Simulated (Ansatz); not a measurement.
C₂H₇InO, SMILES `C[CH2][InH][OH]`, relaxed with RKS PBE0-D4/def2-TZVP in the Gaussian-basis code of Ansatz from a GFN2-xTB geometry. The force threshold is 0.005 eV/Å; the program also tests the step.

Total charge 0; spin multiplicity 1. In: def2 effective core potential.

Start:

```xyz
11

C     0.172    1.024   -1.305
C     0.604    0.652    0.104
In    0.039   -1.456    0.667
O    -1.437   -1.670    1.918
H     0.675    0.402   -2.045
H    -0.906    0.902   -1.430
H     0.423    2.066   -1.513
H     0.090    1.268    0.848
H     1.679    0.776    0.225
H     0.564   -3.038    0.239
H    -1.904   -0.926    2.291
```

By how much does the energy fall, and how many steps does the optimiser take? (Estimate.)

Computed: 0.11 eV, in 35 steps, 3 of them rejected.

Which bonds change most? (Best estimate.)

Ansatz gave: C2–In3 from 2.254 to 2.159 Å; In3–O4 from 1.947 to 2.001 Å; In3–H10 from 1.722 to 1.713 Å; C2–H9 from 1.089 to 1.094 Å.

Give the relaxed structure. (Estimate.)

The calculation gave: 
```xyz
11

C     0.467    0.976   -1.375
C     0.091    0.668    0.068
In   -0.335   -1.403    0.503
O    -0.831   -1.777    2.405
H     1.363    0.435   -1.688
H    -0.330    0.703   -2.071
H     0.668    2.043   -1.518
H    -0.795    1.233    0.373
H     0.889    0.967    0.755
H    -0.351   -2.850   -0.414
H    -0.836   -0.995    2.961
```
